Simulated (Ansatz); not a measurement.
Ansatz (an electronic-structure program) input (B3LYP-D3(BJ)/def2-TZVP):

Ansatz 0.2 input:
```yaml
crystal:
  periodic: [false, false, false]
  atoms:
    - {symbol: C, position_ang: [-0.02569984, -0.00647540, 0.01359700]}
    - {symbol: F, position_ang: [1.19660622, -0.10348364, -0.01476980]}
    - {symbol: H, position_ang: [-0.62122182, -0.94156209, 0.02461850]}
    - {symbol: H, position_ang: [-0.46668453, 1.01057266, 0.02647054]}
basis:
  gaussian:
    orbitals: def2-TZVP
hamiltonian:
  xc: b3lyp
  dispersion: d3bj
total_charge: 1
relax: {f_tol: 0.002, max_steps: 150}
```

End of the output:

```
reference -3776.98202722 eV, -138.8015293699 hartree; 8, 8 occupied and 66, 66 virtual orbitals, 424 factors
relax step   7: F+E_penalty+E_count = -3777.02434911 eV  Δ(F+E_penalty+E_count) = -1.275e-6 eV  max|allowed force component| = 5.107e-5 eV/Å  Δτ_max = 0.0002 Å  (32 SCF iters, accepted)
integrals: 0.01 GiB planned
424 factors; their error is unknown
mean field: 0.13 GiB planned
mean field evaluation 64: about -3769.7976 eV, gradient 7.3e1 eV
mean field -3776.98187875 eV, -138.8015239137 hartree, gradient 2.0e-5 eV, S^2 0.000000; 1 other end points of the search recorded, 0 dependent functions left out
the calculation of the forces begins
reference -3776.98202722 eV, -138.8015293699 hartree; 8, 8 occupied and 66, 66 virtual orbitals, 424 factors
Total energy: -3777.02449758 eV, -138.8030901269 hartree
Atom 0 at    -0.037338    -0.005636     0.013943 Å, force     0.000015    -0.000044    -0.000051 eV/Å
Atom 1 at     1.189874    -0.102842    -0.016950 Å, force    -0.000008    -0.000029     0.000015 eV/Å
Atom 2 at    -0.611832    -0.938809     0.025543 Å, force     0.000033     0.000024     0.000017 eV/Å
Atom 3 at    -0.457705     1.006339     0.027380 Å, force    -0.000040     0.000050     0.000019 eV/Å
Dipole moment:    -0.653602     0.051770     0.016453 e Å
```
